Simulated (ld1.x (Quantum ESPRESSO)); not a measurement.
# zinc (Zn): one change to a TM potential, before and after

Zn (Z = 30), norm-conserving Troullier–Martins (Kleinman–Bylander form), made with ld1.x (Quantum ESPRESSO) 7.5 (PW91, scalar-relativistic). Core [Ne] 3s2, reference 3p6 3d10 4s2 4p0. Waves: 3p (bound): rc 0.80 bohr; 3d (bound): rc 1.50 bohr; 4s (bound): rc 1.95 bohr. Local part: the s channel. Core correction: Bessel-smoothed model core, default radius (core density twice the valence density).

Change: all radii but the core radius scaled by about 1.29 (s 2.52, p 1.04, d 1.94 bohr).

Cutoffs: the cutoffs (Ry, on a coarse ladder) from which the occupation-weighted sum of valence levels, in a spherical-Bessel basis at the reference potential, stays within 10 and 1 mRy of its value at 400 Ry; they do not see the model core or the augmentation charge, which bear on the density cutoff. Errors are all-electron minus pseudo energies relative to the spin-unpolarised reference configuration.

Predict the effect on cutoff, ghosts and configuration errors.

The potential gets softer (200 Ry and 300 Ry → 120 Ry and 200 Ry); of the 7 tests that both files solve, the error grows in 2 and shrinks in 3 by more than 15 % and 0.3 meV (median size 799.0 → 477.4 meV); neither file shows a bound ghost at the reference potential, the only one tested. A larger radius leaves more room for a smooth pseudo-wave, so fewer plane waves are needed.

```tsv
quantity	base	changed
cutoff, loose	200 Ry	120 Ry
cutoff, tight	300 Ry	200 Ry
loose cutoff by channel (10 mRy a level)	p 110 Ry, d 110 Ry, s 10 Ry	p 90 Ry, d 70 Ry, s 8 Ry
bound ghosts	none	none
error for 3p6 3d10 4s1 4p0, meV [ΔE 9.96 eV]	-4.8	+1.1
error for 3p6 3d10 4s0 4p0, meV [ΔE 28.47 eV]	-31	-31
error for 3p6 3d9 4s0 4p0, meV [ΔE 69.13 eV]	-248	-375
error for 3p6 3d10 4s0 4p1, meV [ΔE 16.32 eV]	-1273	-1322
error for 3p6 3d9 4s2 4p1, meV [ΔE 12.28 eV]	-1190	-932
error for 3p5 3d10 4s2 4p0, meV [ΔE 92.10 eV]	-799	-1179
error for 3p6 3d8 4s0 4p0, meV [ΔE 131.07 eV]	-963	-477
```

Base: These tests converged, but a pseudo level misses the all-electron one widely, so the file describes the atom poorly there or has found another state: 3p6 3d9 4s0 4p0: empty 4p by 3.1 eV; 3p6 3d8 4s0 4p0: empty 4p by 4.8 eV. Changed file: These tests converged, but a pseudo level misses the all-electron one widely, so the file describes the atom poorly there or has found another state: 3p6 3d9 4s0 4p0: empty 4p by 3.3 eV (a node warning on the way); 3p6 3d8 4s0 4p0: empty 4p by 5.1 eV.
